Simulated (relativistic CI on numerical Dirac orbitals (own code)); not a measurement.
Ti²⁺ in a cubic cluster: L2,3 absorption with charge transfer

Computed with a charge-transfer multiplet model of a cubic metal-ligand cluster with up to one ligand hole, Slater and spin-orbit integrals from Dirac-Coulomb-Breit ions, Slater integrals scaled by 0.9. The parameters are those of a tetrahedral site (10Dq negative, t2 hopping the larger). The ground state mixes d2 with configurations of k ligand holes L, whose averages lie at kΔ + k(k − 1)U_dd/2; a core hole lowers each added d electron by U_cd. 20 K, Lorentzian 0.4 eV and Gaussian 0.3 eV FWHM.

Atomic integrals in eV (Slater integrals scaled, ζ unscaled), ground: F2dd 7.400, F4dd 4.602, zeta_d 0.013; with the core hole: F2dd 8.239, F4dd 5.130, zeta_d 0.022, zeta_core 3.746, F2cd 4.410, G1cd 3.131, G3cd 1.774.

Cluster parameters (eV): Δ = 4.9, U_dd = 4.5, U_cd = 5.3, 10Dq = -0.35, 10Dq(ligand) = 0, final-state hopping factor = 0.9.

```tsv
Case	n_d	d2	d3L	S
V(eg) = 0.8 eV, V(t2g) = -1.36 eV	2.22	0.78	0.22	1.00
V(eg) = 1.1 eV, V(t2g) = -1.87 eV	2.28	0.72	0.28	1.00
```

Weights, n_d and S are thermal averages at 20 K. Photon energies count from the first peak over 30 % of the highest in each spectrum, which can be another peak from case to case. The parameters are a model scan and need not match a compound or its usual spin state. Peaks in eV (height, largest 100):
- V(eg) = 0.8 eV, V(t2g) = -1.36 eV: -2.2 (8), 0.0 (100), 1.7 (26), 3.8 (37), 4.9 (44), 6.2 (56)
- V(eg) = 1.1 eV, V(t2g) = -1.87 eV: -2.1 (8), 0.0 (100), 1.7 (25), 3.9 (37), 4.8 (47), 6.2 (56)

For the case V(eg) = 0.8 eV, V(t2g) = -1.36 eV, Δ = 4.9 eV is larger than U_dd = 4.5 eV, the Mott-Hubbard side of the Zaanen-Sawatzky-Allen scheme. With the core hole the configuration with one ligand hole lies at Δ + U_dd − U_cd = 4.1 eV above the one without, against Δ in the ground state. The added d electron screens the hole, so the order of the configurations is kept and charge-transfer satellites are weaker than in photoemission.

With at most 1 ligand hole the space is cut while the next configuration still counts, so covalency is underestimated, and a final configuration with one more ligand hole, which can lie low, is missing from the spectra.
